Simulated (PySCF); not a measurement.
Level of theory: PBE-D3(BJ)/def2-TZVP // r2SCAN-D4/def2-TZVP run with PySCF 2.14.0. Isolated molecules, 0 K electronic values unless said otherwise. Excitations are Tamm–Dancoff values on a coarser integration grid. The basis has no diffuse functions, so Rydberg states are missing or too high.

Reference species (SMILES): `[F][GeH3]` (neutral, multiplicity 1).

| Item | Value |
|---|---|
| S1 oscillator strength | 0.000 |
| T1 excitation (TDA) | 6.85 eV |
| HOMO | -8.15 eV |

Changed species: `[GeH]([F])([F])[F]` (1 of 4 F replaced by H; the reference has 3 of 4 F replaced by H).

Predict the effect on the S1 oscillator strength, T1 excitation (TDA) and HOMO.

the S1 oscillator strength is nearly the same; the T1 excitation (TDA) goes up by 0.64 eV, to 7.49 eV; the HOMO falls by 1.44 eV, to -9.59 eV.
